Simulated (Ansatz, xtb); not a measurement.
## C4H9NO2: 7 structures ranked

7 gas-phase structures of C4H9NO2, from a drawn sample of its isomers (lower ones may exist). Each was relaxed with GFN2-xTB; where two conformers were screened, the lower at r2SCAN-D4/def2-SVP//GFN2-xTB is listed:

A. `CO[C@@H]1C[C@@H](N)O1`, a singlet
B. `CO[C@@H]1OC[C@@H]1N`, a singlet
C. `CO[C@@H]1OC[C@H]1N`, a singlet
D. `CO[C@@H]1CO[C@H]1N`, a singlet
E. `CO[C@@H]1C[C@H](N)O1`, a singlet
F. `CO[C@@]1(N)CCO1`, a singlet
G. `CO[C@@H]1CO[C@@H]1N`, a singlet

Q: Estimate their order in r2SCAN-D4/def2-SVP//GFN2-xTB energy at these geometries, lowest first.

A: Calculated order at r2SCAN-D4/def2-SVP//GFN2-xTB: E (0.0), F (1.7), A (3.9), B (9.1), G (9.6), D (10.5), C (11.2) kcal/mol. Less than 1 kcal/mol parts B and G; G and D; D and C, so the order within those pairs means little.

Energies above the lowest of each column, in kcal/mol; the last columns are at r2SCAN-D4/def2-SVP geometries and were run for some of them only (a dash: not run or not comparable):

| structure | GFN2-xTB | HF/STO-3G | r2SCAN-D4/def2-SVP//GFN2-xTB | r2SCAN-D4/def2-SVP | CCSD(T)/def2-SVP + ΔMP2/def2-TZVPP |
| --- | --- | --- | --- | --- | --- |
| E | 0.7 | 0.0 | 0.0 | 0.0 | 0.0 |
| F | 0.0 | 0.0 | 1.7 | 1.0 | 1.4 |
| A | 4.6 | 2.9 | 3.9 | 3.6 | 3.4 |
| B | 7.1 | 5.1 | 9.1 | 8.7 | 8.2 |
| G | 8.0 | 6.5 | 9.6 | 9.5 | 9.5 |
| D | 7.4 | 6.1 | 10.5 | 10.3 | 9.5 |
| C | 7.4 | 6.2 | 11.2 | – | – |

CCSD(T)/def2-SVP + ΔMP2/def2-TZVPP puts E lowest of those it was run on; GFN2-xTB picks F. Flexible structures stand in one conformer each, not always the lowest. Frequencies (GFN2-xTB) were run for A, B, D, E, F, G alone. ΔMP2 is the change of the MP2 energy from the smaller to the larger basis.

Over these structures GFN2-xTB departs from r2SCAN-D4/def2-SVP//GFN2-xTB by 1.3 kcal/mol on average once a common shift is removed. A GFN2-xTB relaxation took about 0.12 s and the r2SCAN-D4/def2-SVP//GFN2-xTB energy about 1.9 s on a shared host (Ansatz 0.2.0, xtb 6.7.1).
